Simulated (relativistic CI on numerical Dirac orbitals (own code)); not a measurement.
# Main line and satellite in the 2p photoemission of Cu2+: a two-state model

Problem. An octahedral Cu2+ site (d9) has Δ = 5.7, V(eg) = 2.6, 10Dq = 1.5, 10Dq(ligand) = 1.3 and a core-hole attraction U_cd = 10.5 eV. Δ is defined between configuration averages. Find the d count, the distance of the satellite and its intensity.

Working.
1. The hole has eg symmetry. Its energy is −0.6 × 10Dq in d9 and Δ − 0.6 × 10Dq(ligand) in d10L, so the gap is Δ' = 5.82 eV.
2. Ground state cos θ |d9⟩ − sin θ |d10L⟩ with tan 2θ = 2V/Δ', θ = 20.9°: weights 0.873 and 0.127, n_d = 9.127.
3. The core hole pulls d10L down by U_cd: the gap becomes Δ' − U_cd = -4.68 eV, the hopping is V' = 2.60 eV, and tan 2θ' = 2V'/(Δ' − U_cd) gives θ' = 66.0°.
4. The two final states lie W = √[(Δ' − U_cd)² + 4V'²] = 7.00 eV apart. The lower, mostly d10L, is the main line.
5. In the sudden approximation the intensities are cos²(θ' − θ) and sin²(θ' − θ), so satellite/main = tan²(45.1°) = 1.01.

Check. The full cluster calculation (with spin-orbit coupling and 2p-3d multiplets, which spread the d9 satellite) gives n_d = 9.127; in its broadened 2p3/2 spectrum, cut halfway, the centroids lie 7.18 eV apart with an area ratio of 0.97.
